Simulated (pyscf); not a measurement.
Single points on ωB97X-D3(BJ)/def2-SVP structures (PySCF, gas phase). Correlated levels are frozen-core, on RHF or UHF. ΔMP2 is the change of the MP2 total energy from the triple- to the quadruple-zeta basis.

Problem. For `[CH3][Si][Cl]` [singlet] → `[CH2]=[SiH][Cl]`, a hydrogen shift (singlet surface; C–H broken, H–Si formed), PBE/def2-TZVP gives ΔE‡ = 1.74 eV and ΔE = +0.47 eV (zero: the reactant's lowest minimum found). In which direction and how far do M06-2X/def2-TZVP, ωB97M-D3(BJ)/def2-TZVP, CCSD(T)/def2-TZVPP + ΔMP2(QZVPP) move these?

Solution. M06-2X: ΔE‡ = 2.10 eV, ΔE = +0.58 eV; ωB97M-D3(BJ): ΔE‡ = 2.07 eV, ΔE = +0.59 eV; CCSD(T): ΔE‡ = 1.93 eV, ΔE = +0.47 eV. PBE's barrier lies under all of them, by 0.18 to 0.35 eV. Its reaction energy matches one of them and lies within 0.12 eV of the others. Low barriers are usual for a GGA, whose delocalisation error favours stretched bonds. One saddle was located; it need not be the lowest between these sides. The CCSD(T) − MP2 part came from Ansatz, without density fitting, on the same reference. The largest closed-shell T1 diagnostic is 0.031, which may signal static correlation.
